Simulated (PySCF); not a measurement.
# Adding and removing an electron: MgCd

PBE; PySCF, scalar-relativistic core potentials, basis sets Mg def2-SVPD, Cd def2-SVPD with ECP28. Neutral (UKS): singlet (closed shell), Re = 3.452 Å, ωe = 72.2 cm⁻¹, De = 0.11 eV, HOMO -4.44 eV, LUMO -1.76 eV.

MgCd⁺ (UKS): doublet (σ ↑), Re = 2.949 Å, ωe = 161 cm⁻¹, De = 1.06 eV to Mg⁺ + Cd. The energies at the minima are -367.62228 hartree for MgCd and -367.37644 for MgCd⁺.

Work out the adiabatic ionisation energy, without and with harmonic zero-point energies (1 hartree = 27.2114 eV, 1 eV = 8065.5 cm⁻¹), and the change of the bond length.

At PBE: 0.24584 hartree = 6.690 eV between the minima; the zero-point term (161.0 − 72.2)/2 cm⁻¹ = +0.006 eV makes it 6.695 eV. Re changes by -50.3 pm against the neutral. Minus the HOMO energy is 4.44 eV, -2.25 eV from the value between the minima; self-interaction puts the Kohn–Sham level too high, less so with exact exchange. The electron leaves a σ orbital, and the shorter bond of the ion fits an antibonding orbital, or a change in how ionic the bond is.

Closed-shell solutions of metal pairs were not tested for spin polarisation, which can lower them a little. Weak bonds: MgCd. Basis-set superposition, not corrected here, can be much of De in a small basis, most of all at correlated wavefunction levels. Spin–orbit coupling is left out. For an ion De counts to the pair picked by the measured ionisation energies or electron affinities, which need not be the lowest pair at this level. States were picked by a PBE0 search and need not be the measured ground states.
